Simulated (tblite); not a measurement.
Species: C₈H₆NO (doublet state).
Bonds: C1–C2, C2–C3 (aromatic), C3–C4 (aromatic), C4–C5 (aromatic), C5–O6, C5–C7 (aromatic), C7–C8 (aromatic), C8–C9, C9–N10 (triple), C2–C8 (aromatic). Hydrogens: H11, H12 on C1; H13 on C3; H14 on C4; H15 on O6; H16 on C7.

Structure optimised with GFN2-xTB, isolated species. This method treats the open shell by occupation alone, without spin polarisation.

Give the optimised bond lengths and angles.

```
  bond  length (bohr)
 C1–C2          2.590
 C2–C3          2.696
 C3–C4          2.579
 C4–C5          2.657
 C5–O6          2.557
 C5–C7          2.630
 C7–C8          2.615
 C8–C9          2.657
C9≡N10          2.172
 C2–C8          2.720
C1–H11          2.031
C1–H12          2.031
C3–H13          2.040
C4–H14          2.046
O6–H15          1.824
C7–H16          2.039
```

A selection of angles:
```
    angle  degrees
 C1–C2–C3    121.7
 C1–C2–C8    122.2
 C3–C2–C8    116.2
 C2–C3–C4    121.9
 C3–C4–C5    120.7
 C4–C5–O6    122.1
 C4–C5–C7    119.5
 O6–C5–C7    118.3
 C5–C7–C8    120.5
 C7–C8–C9    118.9
 C2–C8–C7    121.3
 C2–C8–C9    119.8
C8–C9–N10    179.6
H15–O6–C5    110.5
```

Dihedral angles: H15–O6–C5–C4 0° (synperiplanar).

C1 (carbon bonded to C and 2 H) is planar (angles 121.4°, 120.9° and 117.7°, sum 360.0°, 0.00 Å off the plane of its three neighbours). C5 (carbon bonded to 2 C and O) is planar (angles 122.1°, 119.5° and 118.3°, sum 360.0°, 0.00 Å off the plane of its three neighbours). C2 (carbon bonded to 3 C) is planar (angles 122.2°, 121.7° and 116.2°, sum 360.0°, 0.00 Å off the plane of its three neighbours). The 8 C–C bonds span 1.365 Å (C3–C4, aromatic) to 1.440 Å (C2–C8, aromatic), a spread of 0.075 Å. The 6-membered ring C2–C3–C4–C5–C7–C8 has internal angles of 116.2° to 121.9° (sum 720°, against 720° for a flat polygon); it is planar, 0.00 Å rms from its mean plane, widest ring torsion 0°. O6 (oxygen bonded to C and H) is bent (angle 110.5°). C7 (carbon bonded to 2 C and H) is planar (angles 120.5°, 120.5° and 119.0°, sum 360.0°, 0.00 Å off the plane of its three neighbours).

Point group: Cs (tolerance 0.08 Å). Its GFN2-xTB frequencies are all real (lowest 96 cm⁻¹). Torsions: H–C1–C2–C3 0° and 180°, C4–C5–O6–H 0°.

Hardware: Arm Neoverse V1, one thread, shared host with 32 logical CPUs at a one-minute load of 14. Cost: 0.22 s. These figures are those of the optimisation.

One conformer stands for the species.

The numbers are calculated, not measured.
